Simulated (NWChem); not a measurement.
BCl2F; SMILES FB(Cl)Cl

Results from NWChem. Pople sets run with spherical d functions. The geometry was optimised at PBE0/def2-SVP. Ions are spin-unrestricted doublets at the neutral geometry; other ion states weren't tried.

### Question
Among these, which level gives the highest value of “−ε(HOMO) (eV)”?
(A) BHandHLYP/6-31G*
(B) B3LYP/6-31G*
(C) PBE/6-31G*
(D) Hartree-Fock/6-31G*

### Answer
D, Hartree-Fock/6-31G*. Values: PBE/6-31G* 7.84; B3LYP/6-31G* 9.03; BHandHLYP/6-31G* 10.69; Hartree-Fock/6-31G* 12.86
